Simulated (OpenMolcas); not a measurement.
## Cr3+: Racah parameters, worked from levels

```json
{"Program": "OpenMolcas", "Basis": "ANO-R2 [6s4p4d2f]", "Scalar Hamiltonian": "X2C, finite nucleus", "Active space": "3 electrons in 5 orbitals (3d)", "State averaging": "2S+1 = 4 even, 10 roots; 2S+1 = 2 even, 40 roots", "Spin-orbit coupling": "state interaction with AMFI integrals over the reference wave functions, term energies averaged over their components"}
```

Methods: CASSCF; MS-CASPT2, IPEA 0.25 Eh, imaginary shift 0.1 Eh (closed shells correlated: 3s 3p). Measured levels: Sugar and Corliss, J. Phys. Chem. Ref. Data 6, 317 (1977).

**Racah parameters.** Above ⁴F, d3 has ⁴P at 15B, ²G at 4B + 3C and ²H at 9B + 3C. The first two fix B and C, and the third tests them; where it misses by thousands of cm-1, two parameters do not describe the configuration (Trees and configuration-interaction terms are left out) and B and C hang on the terms chosen. Term energies are centres of gravity, weighted by 2J + 1.

```csv
Source,⁴P,²G,B,C,C/B,"²H from B, C",²H found
CASSCF,17423,17676,1162,4343,3.74,23487,23441
MS-CASPT2,14315,15060,954,3748,3.93,19830,21627
measured,13758,14699,917,3677,4.01,19284,20658
```

Energies in cm-1. From CASSCF to MS-CASPT2, B changes by -17.9 % and C by -13.7 %. Against the measured terms, MS-CASPT2 has B off by +4.0 % and C by +1.9 %.

Term energies are means over components that CASPT2 splits; among the terms shown or strongly mixed into the levels shown the widest spread is 790 cm-1 (3d³ ⁴F, MS-CASPT2). Without dynamic correlation excited terms often stand tens of per cent too high (terms of higher spin than the ground term too low), and those without a measured partner can miss by more than the paired ones (holds for CASSCF). Computed and measured levels are paired by configuration, term and J; levels that our copy of the source lacks, or whose pairing is in doubt (as where it misses far off the trend of its configuration), stay unpaired and out of the deviations. Levels of configurations outside the active space are missing.
